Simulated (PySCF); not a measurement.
# C6H5FN: g tensor and hyperfine couplings

C6H5FN (doublet state).
Geometry (GFN2-xTB, Å), atoms numbered from 1 in this order:
```
atom  x, y, z in Å
C1    -2.4593    0.4205    0.3333
C2    -1.3446    0.8443   -0.1827
C3    -0.0366    0.1830   -0.1009
C4     0.0704   -1.1089    0.6393
C5     1.0396    0.7427   -0.6882
F6     0.9432    1.9148   -1.3604
C7     2.3360    0.1851   -0.6653
N8     3.3881   -0.2715   -0.6443
H9    -2.8630   -0.3807    0.9041
H10   -1.3327    1.7771   -0.7399
H11   -0.2420   -0.9686    1.6735
H12   -0.5917   -1.8474    0.1890
H13    1.0883   -1.4899    0.6248
```

The hyperfine couplings belong to this conformer and change with its torsions.

Identity: `[H]/[C]=C\C(C)=C(/F)C#N` [radical].

Method used: UKS B3LYP, pcH-1 on C F H N, non-relativistic, mean-field spin-orbit, GIAO (PySCF). The structure is a single GFN2-xTB conformer in the gas phase; no vibrational or solvent corrections. Couplings are sensitive to structure, and on GFN2-xTB geometries they can be far from those on DFT ones. No stability test was run, so a lower SCF solution isn't excluded.

```
g1, g2, g3   : 2.00167, 2.00205, 2.00293
g_iso        : 2.00222
Form of g    : rhombic: the two nearest values differ by 30 % of g3 − g1
⟨S²⟩         : 0.7651 (exact 0.7500)
Total energy : -386.12139 Eh
```

Hyperfine couplings atom by atom, in MHz; T1 to T3 are the principal values of the dipolar part; ρ(0) is the spin density at the nucleus:

```csv
atom,isotope,a_iso,T1,T2,T3,Mulliken spin population,ρ(0) (bohr⁻³)
C1,13C,331.0,-85.9,-58.1,144.0,1.08,0.2944
C2,13C,-6.0,-19.1,3.5,15.6,-0.17,-0.0053
C3,13C,87.7,-9.5,-0.6,10.0,0.10,0.0781
C4,13C,-1.9,-0.8,-0.2,1.1,0.00,-0.0017
C5,13C,-4.4,-10.6,3.8,6.8,-0.05,-0.0039
F6,19F,-7.0,-29.7,8.9,20.8,0.00,-0.0017
C7,13C,9.1,-0.6,-0.4,0.9,0.01,0.0081
N8,14N,-0.4,-2.0,0.9,1.1,-0.02,-0.0012
H9,1H,27.7,-33.7,-7.8,41.5,0.00,0.0062
H10,1H,128.7,-6.9,-5.5,12.4,0.05,0.0288
H11,1H,3.4,-3.0,-2.3,5.3,0.00,0.0008
H12,1H,3.4,-3.0,-2.3,5.3,0.00,0.0008
H13,1H,-0.5,-1.4,-1.2,2.6,0.00,-0.0001
```

The Mulliken spin populations are largest on C1 (+1.08), C2 (-0.17) and C3 (+0.10). No atom but C1 exceeds +0.15. The positive populations add up to 1.24 and the negative ones to -0.24, together 2S = 1.

Axes: g1 points within 13° of the C1–C2 bond.

Under fast tumbling the dipolar parts average out, and these isotropic splittings remain: 1 × 1H (H10, I = 1/2, 2 lines) with 4.59 mT, 1 × 1H (H9, I = 1/2, 2 lines) with 0.99 mT, 1 × 19F (F6, I = 1/2, 2 lines) with 0.25 mT and 3 × 1H (H11/H12/H13, I = 1/2, 4 lines) with 0.08 mT.

Nuclei that the bonding pattern makes equivalent are averaged, as if the motion that swaps them (rotation, inversion, ring flip) were fast.

The 13C coupling of C1 (331.0 MHz) shows only in satellite lines or after enrichment, since that isotope makes up about 1.07 % of natural carbon.
